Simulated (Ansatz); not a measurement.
Consider the formal exchange of groups at the Si–H bond: `OCN[SiH3]` + `N=C(O)CS` → `OCN[SiH2]O` + `N=CCS`.

Calculated with Ansatz (gas phase, PBE0-D4/def2-TZVP geometries, no zero-point term in ΔE). CBS: MP2 limit from def2 TZ/QZ plus the TZ coupled-cluster correction, frozen cores. One conformer a species, not always the lowest.

```csv
species,HF/def2-TZVPP energy (Eh)
`OCN[SiH3]`,-460.28303
`N=C(O)CS`,-605.58571
`OCN[SiH2]O`,-535.24311
`N=CCS`,-530.66865
```

(1) Work out ΔE.

Largest T1 diagnostic among the species: 0.013.

## Answers

(1) ΔE = (-535.24311) + (-530.66865) − (-460.28303) − (-605.58571) = -0.04302 Eh = -112.9 kJ/mol. CCSD(T)/CBS gives -114.5 kJ/mol.

From PBE to PBE0 (25 % exact exchange), in def2-TZVPP and without D4, ΔE moves by −3.5 kJ/mol.
